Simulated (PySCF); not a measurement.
## Dipole moment and polarisability of `C=Cc1cccc(C#N)n1`

Species: C8H6N2.
Numbering: `[CH2:1]=[CH:2][c:3]1[cH:4][cH:5][cH:6][c:7]([C:8]#[N:9])[n:10]1` (hydrogens: H11, H12 on C1; H13 on C2; H14 on C4; H15 on C5; H16 on C6)

Structure used (GFN2-xTB), in Å, numbered top down from 1:
```
atom  x, y, z in Å
C1     2.2472    1.7773    0.5346
C2     2.0284    0.5570    0.0606
C3     0.6971   -0.0248   -0.0675
C4     0.5283   -1.3197   -0.5761
C5    -0.7472   -1.8436   -0.6839
C6    -1.8268   -1.0721   -0.2858
C7    -1.5587    0.2073    0.2084
C8    -2.6456    1.0256    0.6259
N9    -3.5495    1.6495    0.9504
N10   -0.3387    0.7142    0.3142
H11    3.2399    2.1846    0.6187
H12    1.4246    2.3962    0.8499
H13    2.8471   -0.0740   -0.2598
H14    1.3895   -1.8961   -0.8787
H15   -0.9016   -2.8394   -1.0735
H16   -2.8416   -1.4329   -0.3486
```

Level: wB97X-D/def2-SVPD (PySCF), static field, nuclei fixed, core orbitals frozen in the response. The polarisability tensor in these axes (au):

```
x   138.32   4.87  -4.46
y     4.87 114.56  22.12
z    -4.46  22.12  67.99
```

Problem. Give the principal values, the mean and the anisotropy Δα = √{½[(α1 − α2)² + (α2 − α3)² + (α1 − α3)²]}.

Solution. Principal values 58.71, 122.88 and 139.28 au; mean 106.96 au = 15.85 Å³ = 17.64 × 10⁻⁴⁰ C²·m²/J; Δα = 73.75 au (69 % of the mean).

Problem. What is the dipole moment, and where does it point?

Solution. (3.39, -3.97, -1.88) D, 5.55 D in size, pointing from the negative to the positive side. Measured along this direction, the outermost atoms are N9 at the negative end and H14 at the positive end.

Problem. How large is μ²/3kT at 298 K beside α?

Solution. In Gaussian units μ²/3kT = 249.51 Å³ against 15.85 Å³, a ratio of 15.74; the Debye molar polarisation (4π/3)N_A(α + μ²/3kT) is 669.4 cm³/mol, leaving out the vibrational part.

Problem. Rayleigh depolarisation ratio (linearly polarised light, static tensor)?

Solution. ρ = 3Δα²/(45ᾱ² + 4Δα²) = 16316.1/(514804 + 21754.8) = 0.0304.

Problem. Molar refractivity from α?

Solution. Lorentz–Lorenz: R = (4π/3)N_A α = 2.5225 cm³/(mol·Å³) × 15.85 Å³ = 40.0 cm³/mol, in the limit of long wavelengths.

Problem. What would n − 1 = 2πNα be for an ideal gas of these molecules at 500 K and 1 atm, electronic part alone?

Solution. N = p/kT = 1.4678 × 10¹⁹ cm⁻³, so n − 1 = 2π × N × 15.85 × 10⁻²⁴ cm³ = 1462 × 10⁻⁶ at long wavelengths, for an ideal gas.

Problem. Directions of the eigenvectors, and the extent of the frame along each?

Solution. Largest value along (0.98, 0.19, 0.00), where the nuclei span 6.77 Å; middle along (-0.18, 0.91, 0.38), 5.31 Å; least along (0.07, -0.37, 0.92), 0.00 Å. The response follows the extents in order.

One conformer (not necessarily the lowest) at the GFN2-xTB geometry, without solvent, vibrations or thermal averaging.
